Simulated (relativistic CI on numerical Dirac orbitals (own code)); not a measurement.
Hyperfine structure of N5+, mass number 14

Computed by Dirac-Coulomb-Breit CI, KLI orbitals optimised for each configuration, a model potential for QED, valence Slater integrals scaled by 0.85, P86 correlation energy added to each configuration (own radial code, finite nucleus).

Configuration list: 1s2, 1s.2s, 1s.2p, 1s.3s, 1s.3p, 1s.3d, 1s.4s, 1s.4p, 1s.4d, 1s.4f, 1s.5s, 1s.5p, 1s.5d, 1s.5f, 1s.5g, 1s.6s, 1s.6p, 1s.6d. Levels of other configurations are missing.

Nuclear spin I = 1, μ = 0.40357 μN, Q = 0.0204 b (tables of Stone and Pyykkö). The electronic factors are computed for point nuclear moments, without core polarisation or the Bohr-Weisskopf and QED corrections.

```csv
Level,E (eV),A (MHz),B (MHz)
1s.2s 3S_1,419.399,19180,-3.02e-05
1s.2p 3P°_1,426.090,9377,-10.1
1s.2p 3P°_2,426.126,8903,20.2
1s.2p 1P°_1,430.137,152.2,19
1s.3s 3S_1,494.445,18060,-1.07e-05
1s.3p 3P°_1,496.180,9144,-3.08
1s.3p 3P°_2,496.190,8844,6.14
1s.3d 3D_1,496.846,-8788,0.52
```

Levels with J = 0, under 50 % of one LS term, or S terms without an open s electron are left out. Small factors come from cancelling terms and can be off by tens of per cent or more.

6 of the 6 excited levels that our extract of the measured tables holds in this range could be paired (the sources list more); they are missed by 3327 cm⁻¹ on average and 4644 at most, and levels without a partner can miss by more.

(1) Give the hyperfine levels of 1s.2s 3S_1 relative to its centre of gravity.

## Answers

(1) With K = F(F + 1) − I(I + 1) − J(J + 1), E = AK/2 + B[¾K(K + 1) − I(I + 1)J(J + 1)]/[2I(2I − 1)J(2J − 1)]: F = 0: -38370, F = 1: -19180, F = 2: 19180 MHz.
